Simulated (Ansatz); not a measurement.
Geometry optimisation, Ansatz 0.2.0, UHF/def2-SVP.

input.yaml

```yaml
crystal:
  periodic: [false, false, false]
  atoms:
    - { symbol: Si, position_ang: [-0.1987, -0.5156, 0.1153] }
    - { symbol: S, position_ang: [1.8961, 0.3546, 1.2209] }
    - { symbol: H, position_ang: [0.6243, -1.2615, -0.8451] }
    - { symbol: H, position_ang: [-1.0633, 0.3855, 0.8925] }
    - { symbol: "N", position_ang: [-0.9989, -1.9283, 0.6884] }
    - { symbol: H, position_ang: [1.0391, 1.0135, -0.2126] }
    - { symbol: C, position_ang: [0.0669, 1.2118, -1.1906] }
    - { symbol: H, position_ang: [1.2853, 1.2384, 1.9971] }
    - { symbol: H, position_ang: [-0.7075, -2.8647, 0.4617] }
    - { symbol: H, position_ang: [-1.6845, -1.9253, 1.4264] }
    - { symbol: H, position_ang: [-0.3545, 2.1573, -0.8525] }
    - { symbol: H, position_ang: [0.8188, 1.4232, -1.9566] }
    - { symbol: H, position_ang: [-0.7231, 0.7111, -1.7448] }
magnetization:
  spin_polarized: true
basis:
  gaussian: { orbitals: def2-SVP }
hamiltonian:
  xc: hf
relax:
  f_tol: 0.15
  max_steps: 25
  restrain:
    - { distance: [0, 6], at: 1.87, k: 30.0 }
    - { distance: [5, 1], at: 1.36, k: 30.0 }
    - { distance: [0, 1], at: 3.46, k: 30.0 }
    - { distance: [5, 6], at: 2.37, k: 30.0 }
```

Launched with:

```bash
$ ansatz run input.yaml --threads 2 --pin off --max-ram 3072MiB --backend cpu --events-out ev --progress --plain --runs-dir out
```

Question: Where does it end, and by what steps?

Answer: The run converged. The restraints hold the end off the free minimum. After 15 steps the energy has fallen by 3.202 eV (the restraints' own energy left out); H10 moved furthest, 1.34 Å. Parted: Si1–S2. Joined: S2–H6.

| step | energy less start (eV) | largest force component (eV/Å) | accepted |
| --- | --- | --- | --- |
| 0 | 0.0000 | 1.915 | yes |
| 1 | 0.5486 | 2.515 | yes |
| 2 | 0.4923 | 3.728 | yes |
| 3 | 0.1780 | 2.776 | yes |
| 4 | -0.5085 | 1.718 | yes |
| 5 | -1.0526 | 1.597 | yes |
| 6 | -1.6410 | 2.032 | yes |
| 7 | -2.1115 | 1.739 | yes |
| 8 | -2.5310 | 1.141 | yes |
| 9 | -2.8494 | 0.846 | yes |
| 10 | -3.0574 | 0.679 | yes |
| 11 | -3.1417 | 0.651 | yes |
| 12 | -3.1836 | 0.708 | yes |
| 13 | -3.1978 | 0.709 | yes |
| 14 | -3.1781 | 0.553 | no |
| 15 | -3.2022 | 0.565 | yes |

```xyz
13
Properties=species:S:1:pos:R:3
Si -0.187 -0.705 0.211
S 2.498 1.379 0.912
H 1.045 -1.498 0.016
H -0.229 -0.131 1.577
N -1.489 -1.825 0.010
H 1.492 1.778 0.110
C -0.291 0.698 -1.041
H 1.912 1.820 2.028
H -1.327 -2.792 -0.189
H -2.421 -1.663 0.333
H -0.544 1.659 -0.589
H 0.625 0.819 -1.624
H -1.084 0.461 -1.755
```

The run took 43 s on 2 threads of Intel(R) Xeon(R) Processor @ 2.70GHz, on a shared host, peak memory 0.3 GiB.
